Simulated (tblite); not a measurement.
C4H6NSi (doublet state).
Bonds: N1–C2 (triple), C2–Si3, Si3–C4, C4–C5, C5–C6, Si3–C6. Hydrogens: H7, H8 on C4; H9, H10 on C5; H11, H12 on C6.

Structure optimised with GFN2-xTB, isolated species. This method treats the open shell by occupation alone, without spin polarisation.

Some entries are withheld. Bonds in one row agree within 0.01 Å.

```tsv
coordinate	value
N1≡C2	?
C2–Si3	1.848 Å
Si3–C4, Si3–C6	?
C4–C5, C5–C6	?
C4–H7 and 3 like bonds	1.088 Å
C5–H9, C5–H10	1.089 Å
N1–C2–Si3	169.6°
C2–Si3–C4	118.6°
C4–Si3–C6	?
Si3–C4–C5	?
C4–C5–C6	?
```

Problem. Fill in the missing values.

Solution. 
- N1≡C2 = 1.152 Å, drawn triple (ends: nitrogen bonded to C; carbon bonded to N and Si); 0.25 Å below the sum of covalent radii, 1.40 Å.
- Si3–C4, Si3–C6 = 1.917 Å, drawn single (ends: silicon bonded to 3 C; carbon bonded to C, Si and 2 H); 0.05 Å above the sum of covalent radii, 1.87 Å.
- C4–C5, C5–C6 = 1.542 Å, drawn single (ends: carbon bonded to C, Si and 2 H; carbon bonded to 2 C and 2 H); 0.02 Å above the sum of covalent radii, 1.52 Å.
- C4–Si3–C6 = 77.4°, at the silicon bonded to 3 C, inside a 4-membered ring; the outer atoms are 2.398 Å apart.
- Si3–C4–C5 = 89.8°, at the carbon bonded to C, Si and 2 H, inside a 4-membered ring; the outer atoms are 2.455 Å apart.
- C4–C5–C6 = 102.1°, at the carbon bonded to 2 C and 2 H, inside a 4-membered ring; the outer atoms are 2.398 Å apart.

Radii are Cordero's, carbon taken as 0.76, 0.73 or 0.69 Å for four, three, and two or fewer neighbours.

Its GFN2-xTB frequencies are all real (lowest 46 cm⁻¹). Torsions: C2–Si3–C4–C5 110°, Si3–C4–C5–C6 8°, C4–C5–C6–Si3 -8°, C2–Si3–C6–C5 -109°.

One conformer stands for the species.

The numbers are calculated, not measured.
